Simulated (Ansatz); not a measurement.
Ansatz (an electronic-structure program) input file for I3Sc, SMILES [I][Sc-]([I])[I] (connectivity only; charge and spin as stated), charge -1, multiplicity 2, PBE-D3(BJ)/def2-SVPD. 

Ansatz 0.2 input:
```yaml
crystal:
  periodic: [false, false, false]
  atoms:
    - {symbol: Sc, position_ang: [0.00000000, 0.00000000, 0.00000000]}
    - {symbol: I, position_ang: [2.78541782, 0.00000000, 0.00000000]}
    - {symbol: I, position_ang: [-1.39270891, 2.41224259, 0.00000000]}
    - {symbol: I, position_ang: [-1.39270891, -2.41224259, 0.00000000]}
basis:
  gaussian:
    orbitals: def2-SVPD
hamiltonian:
  xc: pbe
  dispersion: d3bj
total_charge: -1
magnetization: {spin_polarized: true, initial_magnetization: 1}
relax: {f_tol: 0.002, max_steps: 200}
```

Program output:

```
WARN ansatz: RAYON_NUM_THREADS=2 ignored (pool sized by the plan → 2); use --threads N
Functional definition: PBE
integrals: 0.11 GiB planned
1532 factors; their error is unknown
mean field: 0.68 GiB planned
mean field evaluation 1: about -45000.7960 eV, gradient 7.2e0 eV
mean field evaluation 2: about -44998.4154 eV, gradient 1.7e1 eV
mean field evaluation 4: about -45001.0724 eV, gradient 1.7e0 eV
mean field evaluation 8: about -45001.0777 eV, gradient 8.7e-3 eV
mean field evaluation 16: about -45001.0777 eV, gradient 3.6e-5 eV
mean field evaluation 32: about -45000.5140 eV, gradient 3.5e0 eV
mean field evaluation 64: about -45000.6288 eV, gradient 4.6e-1 eV
mean field evaluation 96: about -45000.6015 eV, gradient 1.4e-1 eV
mean field -45001.07772064 eV, -1653.7591034074 hartree, gradient 3.4e-6 eV, S^2 0.752960; 13 other end points of the search recorded, 0 dependent functions left out
the calculation of the forces begins
reference -45001.07777295 eV, -1653.7591053298 hartree; 49, 48 occupied and 90, 91 virtual orbitals, 1532 factors
relax step   1: F+E_penalty+E_count = -45001.24339230 eV  Δ(F+E_penalty+E_count) = +0.000e0 eV  max|allowed force component| = 1.448e-1 eV/Å  Δτ_max = 0.0000 Å  (321 SCF iters, accepted)
these checks for a lower state are left out or cut short: starts, cluster_reference, orbital_swaps, neighbouring_geometries, increment
integrals: 0.11 GiB planned
1532 factors; their error is unknown
mean field: 0.68 GiB planned
mean field -45001.08085298 eV, -1653.7592185188 hartree, gradient 5.6e-6 eV, S^2 0.752931; 0 other end points of the search recorded, 0 dependent functions left out
the calculation of the forces begins
reference -45001.08090515 eV, -1653.7592204359 hartree; 49, 48 occupied and 90, 91 virtual orbitals, 1532 factors
relax step   2: F+E_penalty+E_count = -45001.24854709 eV  Δ(F+E_penalty+E_count) = -5.155e-3 eV  max|allowed force component| = 1.701e-2 eV/Å  Δτ_max = 0.0210 Å  (33 SCF iters, accepted)
these checks for a lower state are left out or cut short: starts, cluster_reference, orbital_swaps, neighbouring_geometries, increment
integrals: 0.11 GiB planned
1532 factors; their error is unknown
mean field: 0.68 GiB planned
mean field -45001.08064978 eV, -1653.7592110512 hartree, gradient 2.4e-5 eV, S^2 0.752927; 0 other end points of the search recorded, 0 dependent functions left out
the calculation of the forces begins
reference -45001.08070192 eV, -1653.7592129676 hartree; 49, 48 occupied and 90, 91 virtual orbitals, 1532 factors
relax step   3: F+E_penalty+E_count = -45001.24861546 eV  Δ(F+E_penalty+E_count) = -6.837e-5 eV  max|allowed force component| = 7.301e-4 eV/Å  Δτ_max = 0.0028 Å  (27 SCF iters, accepted)
integrals: 0.11 GiB planned
1532 factors; their error is unknown
mean field: 0.68 GiB planned
mean field evaluation 128: about -44997.3829 eV, gradient 2.0e1 eV
mean field evaluation 160: about -45000.5656 eV, gradient 3.1e-6 eV
mean field evaluation 192: about -45000.1378 eV, gradient 6.6e-1 eV
mean field evaluation 224: about -45000.0573 eV, gradient 1.5e-1 eV
mean field -45001.08064978 eV, -1653.7592110512 hartree, gradient 2.4e-5 eV, S^2 0.752927; 14 other end points of the search recorded, 0 dependent functions left out
the calculation of the forces begins
reference -45001.08070192 eV, -1653.7592129676 hartree; 49, 48 occupied and 90, 91 virtual orbitals, 1532 factors
Total energy: -45001.24866761 eV, -1653.7653855927 hartree
Atom 0 at     0.000012    -0.000000    -0.000000 Å, force     0.000003    -0.000000    -0.000000 eV/Å
Atom 1 at     2.761599    -0.000000     0.000000 Å, force     0.000730     0.000000     0.000000 eV/Å
Atom 2 at    -1.380805     2.391589     0.000000 Å, force    -0.000367     0.000627     0.000000 eV/Å
Atom 3 at    -1.380805    -2.391589     0.000000 Å, force    -0.000367    -0.000627     0.000000 eV/Å
Dipole moment:     0.000003    -0.000000     0.000000 e Å
```

The calculation finished and met its thresholds.

Cost: roughly 2.7 core-minutes.
